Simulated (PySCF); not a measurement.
# Computed vibrations of [Eu(NH2)3]−

[Eu(NH2)3]− (singlet in the valence; each metal's 4f electrons, 7 of them, lie in its core potential, out of spins and levels). PySCF 2.14.0, RKS PBE0, Eu lcecp-0-SVP with ECP53, N def2-SVP, H def2-SVP; non-relativistic Hamiltonian with scalar-relativistic core potentials where named; density fitting; no spin-orbit coupling. Central differences of gradients.

```xyz
10

Eu   -0.0009    0.0016    0.0000
N     2.4216   -0.0145   -0.2079
H     3.0411   -0.8314   -0.2275
H     3.0713    0.7698   -0.3242
N    -1.2160    2.1062    0.0006
H    -2.2268    2.2592   -0.0713
H    -0.8431    3.0580    0.0730
N    -1.1982   -2.1046    0.2072
H    -2.2022   -2.2751    0.3237
H    -0.8004   -3.0495    0.2263
```

Run from Python with OMP_NUM_THREADS=2. Where DIIS fails, smearing, a level shift and second-order steps follow.
It took 2.4 min on 2 threads of AMD EPYC 7R43 64-Core Processor (Zen 3), with other jobs on the host.

(1) What are the harmonic wavenumbers and infrared intensities?

(2) Is this a minimum?

An lcecp potential fixes the number of 4f electrons, so in runs with it no electron can move into or out of that shell.

## Answers

(1) Modes are labelled in C2; negative numbers are unstable modes, those under 60 cm⁻¹ near the noise; a finer grid moves soft modes by up to 10 cm⁻¹.
```csv
cm⁻¹,km/mol,symmetry
43,15.9,b
68,3.1,b
73,1.7,a
140,0.1,a
161,0.0,b
173,0.0,a
205,0.7,b
279,28.9,b
286,26.5,a
363,286.7,b
372,93.8,b
376,0.1,a
379,173.4,b
379,172.3,a
386,4.8,a
1524,1.0,a
1525,0.9,b
1529,0.1,a
3458,67.7,b
3459,46.4,a
3464,28.4,a
3538,12.5,b
3539,34.8,a
3544,26.7,b
```

(2) Yes, within the noise of the softest modes. Ideal gas at 298.15 K and 1 bar: S = 437.5 J/(mol K), Cp = 142.8 J/(mol K), H − H(0 K) = 30.3 kJ/mol (rigid rotor, harmonic modes, spin degeneracy alone, that of the 4f electrons in the core included; the modes under 60 cm⁻¹ make these uncertain).
